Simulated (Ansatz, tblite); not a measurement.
Removing and adding an electron: (LiF)4 cube (Li4F4). Charge 0, multiplicity 1. Geometry: r2SCAN-D4/def2-SVP. Ansatz, gas phase; energy differences of separate SCF runs; the oxidised species was run as a doublet alone; the reduced species was run as a doublet alone.

```xyz
8

Li   -0.619   -0.779   -1.110
F    -1.288    0.827   -0.597
Li    0.455    1.324   -0.514
F     1.106   -0.226   -1.193
Li    1.169   -0.751    0.542
F    -0.501   -1.459    0.567
Li   -1.004    0.206    1.083
F     0.682    0.858    1.224
```

The xTB rows come from tblite. HOMO above LUMO, or a gap near zero within one spin, warns that the state may not be the lowest or that an electron is smeared out.

```tsv
level	−HOMO (eV)	vertical IE (eV)	−LUMO (eV)	vertical EA (eV)	HOMO–LUMO gap (eV)	IE − EA (eV)	remarks
GFN1-xTB	11.13	14.36	6.36	3.85	4.77	10.50	–
GFN2-xTB	11.06	14.48	4.89	1.83	6.16	12.65	–
PBE-D4/def2-TZVP	7.38	10.79	0.75	–	6.63	–	gap within one spin near zero (+1 doublet)
PBE-D4/def2-TZVPD	7.37	–	0.82	-0.10	6.54	–	HOMO above zero (-1 doublet)
r2SCAN-D4/def2-TZVP	7.80	11.10	0.06	–	7.74	–	–
r2SCAN-D4/def2-TZVPD	7.74	–	0.23	-0.24	7.51	–	HOMO above zero (-1 doublet)
PBE0-D4/def2-TZVP	9.38	11.70	0.16	–	9.22	–	–
PBE0-D4/def2-TZVPD	9.33	–	0.31	-0.19	9.02	–	HOMO above zero (-1 doublet)
```

   A HOMO above zero means that the electron is unbound at that level or that self-interaction error raises the level; the energy of removing that electron tells which. Raw xTB energy differences between charge states are shifted by several eV; the methods need an empirical correction for them. A negative affinity means that the extra electron isn't bound; its size then hangs on the basis.
